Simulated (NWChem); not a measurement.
A series in which one site is exchanged, each optimised at PBE0/def2-SVP with NWChem, gas phase unless a solvent is named. Some are not confirmed as minima by frequencies. def2 effective core potentials on In; no spin-orbit coupling.

A: FBF (BHF2; site = B)
B: [F][InH][F] (InHF2; site = In)
C: [F][GaH][F] (GaHF₂; site = Ga)
D: [F][AlH][F] (AlHF2; site = Al)

Values for A:

| Quantity | Result |
|---|---|
| dipole (D), PBE0/def2-SVP | 0.79 |
| orbital gap (eV), PBE0/def2-SVP | 10.63 |
| static polarisability, PBE0/def2-SVPD (bohr³) | 16.3 |
| lowest singlet excitation, PBE0/def2-SVPD, TDA (eV) | 8.66 |

How do these values change for the other members?


```tsv
change from A	B	C	D
dipole (D), PBE0/def2-SVP	+2.62	+1.63	+0.60
orbital gap (eV), PBE0/def2-SVP	-2.68	-1.64	-1.30
static polarisability, PBE0/def2-SVPD (bohr³)	+16.1	+9.8	+7.8
lowest singlet excitation, PBE0/def2-SVPD, TDA (eV)	-1.86	-1.13	-0.75
```
